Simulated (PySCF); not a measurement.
# Electron correlation in Xe⁺ (xenon, charge +1)

[Kr] 4d10 5s2 5p5, 2P determinant. Calculation: PySCF 2.14, in x2c-SVPall (6s5p3d, 36 functions); scalar relativity by spin-free X2C-1e. Frozen: [Kr] 4d10; 7 electrons correlated.

MP2 pair energies summed by pair of shells (mhartree):

```
 pair  energy  share (%)
5p-5p  -47.82       70.4
5s-5p  -16.95       24.9
5s-5s   -3.18        4.7
```

Total MP2 correlation energy: -67.95 mhartree.

Same-spin part -17.66 and opposite-spin part -50.29 mhartree; SCS-MP2 scales them by 1/3 and 6/5 to -66.23 mhartree.

| level | correlation energy (mhartree) |
| --- | --- |
| CCSD | -79.27 |
| (T) | -0.80 |
| CCSD(T) | -80.07 |

Diagnostics: T1 = 0.0064, D1 = 0.0158, largest double amplitude 0.043.

Cost of the coupled-cluster step: 0.11 s of wall time on 1 thread of Neoverse-V1 (shared host), for 7 correlated electrons.
